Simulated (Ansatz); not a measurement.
Species: AlH, net charge 1, doublet state. 
Structure (B3LYP-D3(BJ)/def2-TZVP (Ansatz, an electronic-structure program) minimum search):
```xyz
2

Al     0.0000     0.0000    -0.1159
H      0.0000     0.0000     1.5070
```
Charge +1, spin multiplicity 2.

Basis-set convergence of Hartree-Fock and MP2 correlation energies (hartree) with Ansatz. Valence correlation only, unless marked. Open shells are spin-unrestricted. Spin-orbit coupling is left out. No relativistic terms.

```
basis       functions       E(HF)  E(corr, MP2)
----------  ---------  ----------  ------------
def2-SVP           23  -242.10709      -0.02789
def2-TZVPP         56  -242.19183      -0.03309
def2-QZVPP        100  -242.19855      -0.03559
```

Extrapolating the two largest sets (X = 3 and 4) as X^-3: E(corr) = (64·(-0.03559) - 27·(-0.03309))/37 = -0.0374 Eh, an estimate of the basis-set limit. The largest set recovers 95.1 % of it, the smallest 74.5 %.
